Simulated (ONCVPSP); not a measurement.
# Logarithmic derivatives: vanadium, ONCV

```
Element                 : V (Z = 23)
Generator               : ONCVPSP 4.0.1
Type                    : optimised norm-conserving Vanderbilt (ONCV)
Functional              : PBE
Relativity              : scalar-relativistic
Frozen core             : [Ne]
Valence charge          : 13
Reference configuration : 3s2 3p6 3d3 4s2
Partial waves           : 3s+4s: rc 1.25 bohr, ncon 4, nbas 7, qcut 10.9 1/bohr, 3 projectors, debl 3.2 Ha; 3p: rc 1.65 bohr, ncon 4, nbas 8, qcut 8.8 1/bohr, 3 projectors, debl 3.4 Ha; 3d: rc 1.25 bohr, ncon 4, nbas 9, qcut 14 1/bohr, 3 projectors, debl 1.5 Ha
Local potential         : polynomial inside 1.15 bohr (lpopt 5, dvloc0 6 Ha)
Core correction         : none
```

The phase is arctan(r·R′/R) of the radial function R(r), unwrapped; energies in Ha, scanned from -4 to 5 Ha. A pole is an energy at which the radial function vanishes at the test radius. The pseudo phase is shifted by a multiple of π to meet the all-electron one at the reference energy, and phase errors are pseudo minus all-electron; the curves can meet again beyond the range given. Levels narrower than the energy grid can be missing from the lists of poles.

Question: For each channel, where are the poles, and over which energies does the pseudopotential scatter like the atom?

Answer:

```json
{"channel": "s", "radius (bohr)": "1.27", "reference energy (Ha)": "-0.17", "poles, all-electron": "-1.00", "poles, pseudo": "-1.00", "unbroken range about the reference energy with phases within 0.05 rad": "the whole range", "phase error 1 Ha above the reference energy (rad)": "+0.000"}
{"channel": "p", "radius (bohr)": "1.68", "reference energy (Ha)": "-1.62", "poles, all-electron": "-1.19", "poles, pseudo": "-1.19", "unbroken range about the reference energy with phases within 0.05 rad": "the whole range", "phase error 1 Ha above the reference energy (rad)": "-0.000"}
{"channel": "d", "radius (bohr)": "1.27", "reference energy (Ha)": "-0.19", "poles, all-electron": "1.52", "poles, pseudo": "1.52", "unbroken range about the reference energy with phases within 0.05 rad": "the whole range", "phase error 1 Ha above the reference energy (rad)": "-0.000"}
```

Phases in the s channel:

```json
{"E (Ha)": "-3.98", "all-electron": "0.094", "pseudo": "0.094"}
{"E (Ha)": "-3.74", "all-electron": "-0.228", "pseudo": "-0.228"}
{"E (Ha)": "-3.50", "all-electron": "-0.545", "pseudo": "-0.545"}
{"E (Ha)": "-3.26", "all-electron": "-0.806", "pseudo": "-0.806"}
{"E (Ha)": "-3.02", "all-electron": "-1.002", "pseudo": "-1.002"}
{"E (Ha)": "-2.78", "all-electron": "-1.145", "pseudo": "-1.145"}
{"E (Ha)": "-2.54", "all-electron": "-1.251", "pseudo": "-1.251"}
{"E (Ha)": "-2.30", "all-electron": "-1.331", "pseudo": "-1.331"}
{"E (Ha)": "-2.06", "all-electron": "-1.395", "pseudo": "-1.395"}
{"E (Ha)": "-1.82", "all-electron": "-1.446", "pseudo": "-1.446"}
{"E (Ha)": "-1.58", "all-electron": "-1.489", "pseudo": "-1.489"}
{"E (Ha)": "-1.34", "all-electron": "-1.526", "pseudo": "-1.526"}
{"E (Ha)": "-1.10", "all-electron": "-1.558", "pseudo": "-1.558"}
{"E (Ha)": "-0.86", "all-electron": "-1.587", "pseudo": "-1.587"}
{"E (Ha)": "-0.62", "all-electron": "-1.613", "pseudo": "-1.613"}
{"E (Ha)": "-0.38", "all-electron": "-1.638", "pseudo": "-1.638"}
{"E (Ha)": "-0.14", "all-electron": "-1.661", "pseudo": "-1.661"}
{"E (Ha)": "0.10", "all-electron": "-1.684", "pseudo": "-1.684"}
{"E (Ha)": "0.34", "all-electron": "-1.706", "pseudo": "-1.706"}
{"E (Ha)": "0.58", "all-electron": "-1.728", "pseudo": "-1.728"}
{"E (Ha)": "0.82", "all-electron": "-1.751", "pseudo": "-1.751"}
{"E (Ha)": "1.06", "all-electron": "-1.775", "pseudo": "-1.775"}
{"E (Ha)": "1.30", "all-electron": "-1.800", "pseudo": "-1.800"}
{"E (Ha)": "1.54", "all-electron": "-1.827", "pseudo": "-1.827"}
{"E (Ha)": "1.78", "all-electron": "-1.856", "pseudo": "-1.856"}
{"E (Ha)": "2.02", "all-electron": "-1.888", "pseudo": "-1.888"}
{"E (Ha)": "2.26", "all-electron": "-1.924", "pseudo": "-1.924"}
{"E (Ha)": "2.50", "all-electron": "-1.966", "pseudo": "-1.966"}
{"E (Ha)": "2.74", "all-electron": "-2.014", "pseudo": "-2.014"}
{"E (Ha)": "2.98", "all-electron": "-2.071", "pseudo": "-2.071"}
{"E (Ha)": "3.22", "all-electron": "-2.140", "pseudo": "-2.140"}
{"E (Ha)": "3.46", "all-electron": "-2.225", "pseudo": "-2.225"}
{"E (Ha)": "3.70", "all-electron": "-2.332", "pseudo": "-2.332"}
{"E (Ha)": "3.94", "all-electron": "-2.466", "pseudo": "-2.466"}
{"E (Ha)": "4.18", "all-electron": "-2.635", "pseudo": "-2.635"}
{"E (Ha)": "4.42", "all-electron": "-2.841", "pseudo": "-2.841"}
{"E (Ha)": "4.66", "all-electron": "-3.077", "pseudo": "-3.077"}
{"E (Ha)": "4.90", "all-electron": "-3.322", "pseudo": "-3.322"}
```
